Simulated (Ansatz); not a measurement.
A nudged elastic band was laid between two geometries of ClH + F4Ge (7 atoms, charge 0, multiplicity 1).

Theory: RKS B3LYP-D4/def2-SVP (Ansatz 0.2.0).

```
movable images  : 7
climbing image  : yes
spring          : 5.0 eV/Å²
optimiser       : quadratic models (default)
start path      : through a guess of the saddle point
force threshold : 0.05 eV/Å
iteration limit : 60
end points      : relaxed
```

Initial state:

```xyz
7
Properties=species:S:1:pos:R:3
Ge -0.686 0.423 -0.432
F -0.004 -1.097 -0.838
F -1.928 0.727 -1.564
F -1.384 0.375 1.121
F 0.474 1.662 -0.573
H 1.667 -1.497 0.692
Cl 1.862 -0.592 1.594
```

Final state:

```xyz
7
Properties=species:S:1:pos:R:3
Ge -0.179 0.758 -0.043
F -0.162 -1.942 -0.079
F -0.552 0.308 -1.649
F -1.378 0.266 1.071
F -0.246 2.474 -0.036
H 0.717 -2.089 0.185
Cl 1.802 0.224 0.551
```

(1) What changes between the two ends?

(2) What energy profile does the band end with?

(3) What is the geometry of the highest image?

(4) What are the harmonic wavenumbers there?

Results:

(1) Bonds broken: Ge1–F2, H6–Cl7. Bonds formed: Ge1–Cl7, F2–H6. ClH + F4Ge becomes ClF3Ge + FH.

(2) It converged. The highest image is number 4 of 0 to 8, 0.88 eV above the first end and 0.94 eV above the last; the last end lies 0.07 eV below the first. A vibrational analysis at the climbing image gives one clearly imaginary mode, 588i cm⁻¹: a first-order saddle point. The orbitals stay closed-shell, which can raise the energy where a bond breaks towards radicals; this wasn't checked here.

| image | path coordinate (Å) | energy (eV) | Ge1–F2 (Å) | H6–Cl7 (Å) | Ge1–Cl7 (Å) |
| --- | --- | --- | --- | --- | --- |
| 0 | 0.00 | 0.00 | 1.72 | 1.29 | 3.41 |
| 1 | 0.36 | 0.04 | 1.72 | 1.29 | 3.21 |
| 2 | 0.72 | 0.21 | 1.74 | 1.31 | 2.92 |
| 3 | 1.07 | 0.56 | 1.80 | 1.36 | 2.64 |
| 4 | 1.43 | 0.88 | 1.93 | 1.56 | 2.44 |
| 5 | 2.03 | 0.53 | 2.24 | 1.98 | 2.24 |
| 6 | 2.61 | 0.23 | 2.56 | 2.18 | 2.17 |
| 7 | 3.20 | 0.01 | 2.75 | 2.35 | 2.14 |
| 8 | 3.78 | -0.07 | 2.70 | 2.58 | 2.14 |

(3) 
```xyz
7
Properties=species:S:1:pos:R:3
Ge -0.351 0.399 -0.130
F 0.200 -1.382 -0.611
F -1.407 0.365 -1.485
F -1.440 0.374 1.191
F 0.480 1.862 -0.467
H 1.001 -1.322 0.220
Cl 1.517 -0.296 1.282
```

(4) 588i, 24, 154, 192, 242, 269, 290, 350, 481, 707, 736, 785, 840, 847, 1528 cm⁻¹.

Time of the run: 5.3 min on 2 threads of Arm Neoverse V1, with other jobs on the host, peak memory 0.29 GiB.
